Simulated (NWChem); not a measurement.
Isomers of C₃H₇BO, each optimised at B3LYP/6-31G* with NWChem, gas phase unless a solvent is named. Flexible species stand in one conformer each, which need not be the lowest. Pople sets run with spherical d functions. Relative energies count from the lowest isomer at each level and are electronic, without zero-point energy, on those geometries.

A: C=CCBO
B: C1B(O)CC1
C: CB(C)C=O
D: C=CB(C)O

```
quantity                                            A     B     C    D
--------------------------------------------------  -  ----  ----  ---
relative energy, PBE/def2-TZVP (kcal/mol)           …   6.5  34.1  0.0
relative energy, BLYP/def2-TZVP (kcal/mol)          …  13.5  34.4  0.0
relative energy, Hartree-Fock/def2-TZVP (kcal/mol)  …  13.7  37.4  0.0
```

Q: What belongs in the gaps?

A: 
- relative energy, PBE/def2-TZVP (kcal/mol), A: 12.4
- relative energy, BLYP/def2-TZVP (kcal/mol), A: 12.6
- relative energy, Hartree-Fock/def2-TZVP (kcal/mol), A: 12.7
